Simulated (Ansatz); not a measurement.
`C[CH2][AlH][Br]` → `[CH3][AlH][Br]` + `[CH2]` (triplet)  (formal loss of a carbene)

Isolated molecules relaxed with PBE0-D4/def2-TZVP in Ansatz; ΔE leaves out vibrations. CBS: MP2 limit from def2 TZ/QZ plus the TZ coupled-cluster correction, frozen cores. This one scheme is used for every species. Functionals use def2-TZVPP. Triplets are unrestricted, without spin–orbit coupling. For Br outer-core shells are correlated without core-valence functions, which leaves a few kJ/mol of doubt a bond. Scalar relativity is left out up to krypton. One conformer a species, not always the lowest.

CCSD(T)/CBS gives +4.35 eV.

Question: Another level gave +4.09 eV. Which?
A. r2SCAN-D4/def2-TZVPP
B. PBE-QIDH/def2-TZVPP
C. r2SCAN0/def2-TZVPP
D. SCS-MP2/def2-TZVPP

Answer: A. r2SCAN-D4 4.09, PBE-QIDH 4.30, SCS-MP2/def2-TZVPP 4.37, r2SCAN0 4.04 eV.

Largest T1 diagnostic among the species: 0.011.

At CCSD(T), def2-SVP lies −0.15 eV from the extrapolated value and def2-TZVPP −0.12 eV. From BLYP to BHLYP (50 % exact exchange), in def2-TZVPP and without D4, ΔE moves by −0.05 eV.
